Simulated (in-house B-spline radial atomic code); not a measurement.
RPA and G0W0 for Au6+, [Xe] 4f14 5d5, highest spin, as one setting changes: the share of exact exchange in the PBE hybrid start. A dash marks a level of low quasi-particle weight. Computed with an all-electron radial atomic-structure program (B-spline basis): all electrons, scalar-relativistic (spin-free one-electron X2C), finite nucleus, each spin shell either full or empty, empty states to l = 9 with an (l + 1/2)⁻⁴ tail; G0W0 by contour deformation at full frequency.

Without the two-electron picture change, the correlation of inner shells comes somewhat too large for so heavy an element.

```tsv
share of exact exchange in the PBE hybrid start	mean-field level (eV)	G0W0 level (eV)	RPA correlation (Eh)
0	-88.13	5d up -97.14	-6.6302
0.1	-89.10	5d up -97.16	-6.5874
0.2	?	?	?
0.3	-91.04	5d up -97.17	-6.5048
0.4	-92.02	5d up -97.17	-6.4648
0.5	-93.01	5d up -97.16	-6.4256
0.6	-93.99	5d up -97.15	-6.3873
0.7	?	?	?
0.8	-95.97	5d up -97.13	-6.3127
0.9	-96.97	5d up -97.12	-6.2765
1	-97.97	5d up -97.10	-6.241
```

(1) What belongs in the row for 0.7?

(2) What belongs in the row for 0.2?

(3) At what share of exact exchange does G0W0 leave the highest level unchanged?

Results:

(1) mean-field level (eV): -94.98; G0W0 level (eV): 5d up -97.14; RPA correlation (Eh): -6.3496.

(2) mean-field level (eV): -90.07; G0W0 level (eV): 5d up -97.17; RPA correlation (Eh): -6.5457.

(3) Near 0.91, where the shift changes sign (-0.150 eV at 0.9, +0.864 eV at 1).
